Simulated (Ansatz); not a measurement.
Correlation energies of C$_{3}$H$_{6}$Si (`C1=C[SiH2]C1`) by basis set

```xyz
10

C    -0.2437   -1.0290    0.4005
C    -0.3579    0.0050    1.2505
Si    0.1714    1.1750   -0.0840
C     0.2085   -0.5117   -0.9516
H    -0.4380   -2.0805    0.6187
H    -0.6608   -0.0385    2.2885
H     1.4724    1.8825    0.0821
H    -0.8223    2.1706   -0.5757
H    -0.5106   -0.6807   -1.7568
H     1.1811   -0.8929   -1.2722
```

Total charge 0; spin multiplicity 1. All single points use the PBE0-D4/def2-TZVP geometry. Frozen core, restricted reference, Ansatz 0.2.0. CBS rows extrapolate triple and quadruple zeta; past MP2 they add the triple-zeta difference.

```json
{"basis": "def2-SVP", "HF (Eh)": "-405.80490", "MP2 corr.": "-0.49764", "CCSD corr.": "-0.54476", "(T)": "-0.01984", "CCSD(T) total": "-406.36950"}
{"basis": "def2-TZVPP", "HF (Eh)": "-406.03834", "MP2 corr.": "-0.60845", "CCSD corr.": "-0.64834", "(T)": "-0.02957", "CCSD(T) total": "-406.71625"}
{"basis": "def2-QZVPP", "HF (Eh)": "-406.05254", "MP2 corr.": "-0.64803", "CCSD corr.": "–", "(T)": "–", "CCSD(T) total": "–"}
{"basis": "CBS(def2)", "HF (Eh)": "-406.05450", "MP2 corr.": "-0.67736", "CCSD corr.": "-0.71725", "(T)": "as TZ", "CCSD(T) total": "-406.80132"}
```
